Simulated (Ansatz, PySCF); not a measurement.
CdCl₂, charge +1, doublet, geometry from GFN2-xTB (such geometries of metal compounds can be far from the true shape) (a state made from the parent by changing its charge; the spin is typed, not shown lowest) (core potentials on Cd), atoms displaced at random by about 0.08 Å a coordinate. Base run: PySCF with B3LYP/def2-SVP, gradient.

Here is a job for PySCF.
```python
from pyscf import gto, scf, dft

mol = gto.Mole()
mol.atom = '''
    Cd    0.56541158   -0.31535742    0.34824540
    Cl    0.77512088    0.66945991   -1.71115266
    Cl   -1.71170356    0.15403821    0.71886542
'''
mol.basis = 'def2-svp'
mol.ecp = {'Cd': 'def2-svp'}
mol.charge = 1
mol.spin = 1
mol.verbose = 4
mol.build()

mf = dft.UKS(mol)
mf.xc = 'b3lyp'
mf.kernel()
g = mf.nuc_grad_method()
grad = g.kernel()
```

Programs used: Ansatz (a program for electronic structure), PySCF; a row that names a program was run with it.

The coordinate followed is z of atom 2.

Variants of this job, named by their change:

| change | dE/dx (Eh/bohr) | net force (Eh/bohr) |
|---|---|---|
| base | 0.018398 | 0.000077 |
| conv_tol = 1e-11 | 0.018398 | 0.000077 |
| finite difference step (bohr) = 0.05; conv_tol = 1e-11 | 0.018418 | - |
| finite difference step (bohr) = 0.01; conv_tol = 1e-11 | 0.018330 | - |
| grids.level = 5; grid_response = on | 0.018315 | 0.000000 |
| finite difference step (bohr) = 1e-3; conv_tol = 1e-11 | 0.018326 | - |
| code = ansatz | 0.018314 | 0.000000 |
| finite difference step (bohr) = 1e-4; conv_tol = 1e-11 | 0.018326 | - |
| grid_response = on | 0.018327 | 0.000000 |
| grids.level = 5; grid_response = off | 0.018323 | 0.000018 |
| grids.level = 0; grid_response = off | 0.014235 | 0.005674 |
| grids.level = 1; grid_response = on | 0.018214 | 0.000000 |

The net force is zero for an exact gradient.

Open shells are given as the SCF converged; they aren't shown to be the lowest states, and a large step between rows can be another state.
